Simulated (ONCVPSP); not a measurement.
**An all-electron radial function and its pseudo partner (Cu (Z = 29))**

Columns: radius, all-electron u(r) and pseudo u(r) of the 3d shell (level -5.01 eV) of copper in the configuration [Ne] 3s2 3p6 3d10 4s1; BLYP, scalar-relativistic, ONCV scheme, ONCVPSP 4.0.1.

```
r (bohr)  all-electron  pseudo
   0.070        0.0457  0.0078
   0.140        0.2065  0.0586
   0.210        0.4156  0.1766
   0.280        0.6117  0.3586
   0.350        0.7666  0.5755
   0.420        0.8740  0.7852
   0.490        0.9381  0.9492
   0.560        0.9669  1.0458
   0.630        0.9692  1.0738
   0.700        0.9530  1.0489
   0.770        0.9248  0.9939
   0.840        0.8892  0.9292
   0.910        0.8497  0.8678
   0.980        0.8084  0.8142
   1.050        0.7668  0.7678
   1.120        0.7260  0.7260
   1.190        0.6865  0.6864
   1.260        0.6487  0.6486
   1.330        0.6127  0.6126
   1.400        0.5787  0.5786
   1.470        0.5466  0.5465
   1.540        0.5164  0.5163
   1.610        0.4880  0.4879
   1.680        0.4613  0.4612
   1.750        0.4363  0.4362
   1.820        0.4128  0.4127
```

(1) How many radial nodes do the two functions have?

(2) At about which radius was the pseudo-wave matched?

(3) Is the pseudo-wave norm-conserving?

## Answers

(1) The all-electron 3d function has n − l − 1 = 0; the pseudo-wave has 0.

(2) 1.15 bohr, where the columns begin to agree (steps of 0.07 bohr).

(3) Yes: the ONCV scheme keeps the norm inside the radius equal to the all-electron one, which fixes the energy derivative of the logarithmic derivative at the level.
